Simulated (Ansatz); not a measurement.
Cartesian coordinates in Å:
```
C 2.0812 0.7484 0.1762
O 0.7822 0.2811 0.0790
Y -1.1189 -0.4016 -0.0919
O -2.1891 -0.8123 1.5829
O -1.9226 -0.6655 -1.9366
H 2.5113 0.9568 -0.8130
H 2.7337 0.0173 0.6725
H 2.1302 1.6774 0.7602
H -2.6948 -1.0068 2.3656
H -2.3132 -0.7949 -2.7950
```

Total charge 0; spin multiplicity 1. Y takes the def2 core potential.

(1) List the CAM-B3LYP/def2-TZVPP orbital energies in eV (the Gaussian-basis code of Ansatz). (Best estimate.)

Results:

(1) Computed: Occupied: -521.20, -521.09, -521.09, -279.41, -52.56, -31.40, -31.36, -30.81, -27.86, -26.95, -26.57, -19.50, -14.32, -13.79, -13.44, -13.35, -13.18, -10.00, -9.85, -9.77, -9.65, -8.87, -8.74. Lowest empty: -0.68, 0.87, 1.16, 1.22, 1.58, 2.04, 2.17, 2.97.
